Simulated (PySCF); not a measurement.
AlAs2H5. Atoms are numbered in the order given.

```xyz
8

Al     0.0000     0.0000    -0.9852
As     2.1395    -0.0614     0.2127
H      2.6387     1.1297    -0.6297
H      1.5743     0.8618     1.3090
As    -2.1395     0.0614     0.2127
H     -2.6387    -1.1297    -0.6297
H     -1.5743    -0.8618     1.3090
H      0.0000     0.0000    -2.5904
```
Charge 0, spin multiplicity 1.

Coordinates come from a PBE-D3(BJ)/def2-SVP optimisation. The structure was generated by enumeration; whether it is a known compound was not checked.

The numbers are results of PBE-D3(BJ)/def2-SVP run with PySCF, not measurements.

Frequencies are harmonic and unscaled.

Question: Estimate the vibrational spectrum. (Estimate from the structure and the level; the computed values follow.)

Answer: 
| mode | ν (cm⁻¹) | IR (km/mol) | moving atoms (share of kinetic energy) |
|---|---|---|---|
| 1 | 65 | 2.5 | As 69 %, Al 21 %, H 10 % |
| 2 | 89 | 3.6 | H 84 %, Al 13 % |
| 3 | 114 | 0.6 | H 95 % |
| 4 | 259 | 5.3 | Al 53 %, As 40 % |
| 5 | 324 | 39.1 | H 91 % |
| 6 | 376 | 9.0 | Al 67 %, As 17 %, H 16 % |
| 7 | 416 | 0.2 | H 97 % |
| 8 | 445 | 57.0 | H 95 % |
| 9 | 529 | 44.2 | H 85 %, Al 12 % |
| 10 | 569 | 0.3 | H 91 % |
| 11 | 652 | 168.8 | H 91 %, Al 8 % |
| 12 | 949 | 39.2 | H 99 % |
| 13 | 951 | 3.2 | H 99 % |
| 14 | 1848 | 191.3 | H 96 % |
| 15 | 2113 | 0.2 | H 99 % |
| 16 | 2114 | 110.8 | H 99 % |
| 17 | 2133 | 30.3 | H 99 % |
| 18 | 2136 | 104.6 | H 99 % |
